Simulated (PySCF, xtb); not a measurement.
C₂H₈OSi₂, SMILES C1O[SiH2][Si@H]1C.

GFN2-xTB (xtb) at its own geometry gives an orbital gap of 3.85 eV and a dipole moment of 2.29 D.

Coordinates come from a TPSSh-D3(BJ)/def2-SVP optimisation. The structure was generated by enumeration; whether it is a known compound was not checked.

Problem. What does PBE/def2-TZVP run with PySCF give? (The exact figures need the calculation; the answer reports its results.)

Solution. gap 5.16 eV (levels -6.32 and -1.16 eV), dipole 2.03 D.
